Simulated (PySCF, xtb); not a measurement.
H3NSn, SMILES [SnH][NH2] (connectivity only; charge and spin as stated), neutral, multiplicity 1.

GFN2-xTB in xtb at its own geometry gives an orbital gap of 3.57 eV and a dipole moment of 3.06 D.

Geometry: B3LYP-D3(BJ)/def2-TZVP. The def2 effective core potentials stand for the cores of Sn; spin–orbit coupling is left out.

Problem. What does CAM-B3LYP/def2-TZVPD in PySCF give? (An estimate is asked for; the answer gives what the named calculation found.)

Solution. gap 6.69 eV (levels -7.82 and -1.13 eV), dipole 0.77 D.
